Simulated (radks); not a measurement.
Species: Tl I. Configuration: [Xe] 4f14 5d10 6s1 6p2 (not the ground configuration). Method: non-relativistic Kohn-Sham, PBE, spin-polarised, spherical densities, point nucleus; open shells are filled with parallel spins first (spin-orbit coupling, left out, can overturn this in heavy ions); relativity is left out, which matters for an element this heavy; computed with a radial shooting solver on a logarithmic mesh with Libxc functionals.

Unscreened Slater integrals over Kohn-Sham orbitals (hartree). They are taken over the spin-up orbitals.

integral,value
"F0(6p,6p)",0.25182
"F2(6p,6p)",0.13365
"F0(6p,6s)",0.28070
"G1(6p,6s)",0.17891
"F0(6p,5d)",0.31902
"F2(6p,5d)",0.083559
"G1(6p,5d)",0.030282
"G3(6p,5d)",0.025123
"F0(6p,5p)",0.32510
"F2(6p,5p)",0.061269
"G0(6p,5p)",0.0094221
"G2(6p,5p)",0.012561
"F0(6s,6s)",0.32474
"F0(6s,5d)",0.39685
"G2(6s,5d)",0.059391
"F0(6s,5p)",0.40871
"G1(6s,5p)",0.022609
"F0(5d,5d)",0.66487
"F2(5d,5d)",0.34434
"F4(5d,5d)",0.22857
"F0(5d,5p)",0.74217
"F2(5d,5p)",0.37718
"G1(5d,5p)",0.46794
"G3(5d,5p)",0.29028
"F0(5p,5p)",0.85545
"F2(5p,5p)",0.46177

Derived for the open shells (J is the average intra-shell exchange parameter used in DFT+U). 6p: J = F2/5 = 0.02673 hartree.
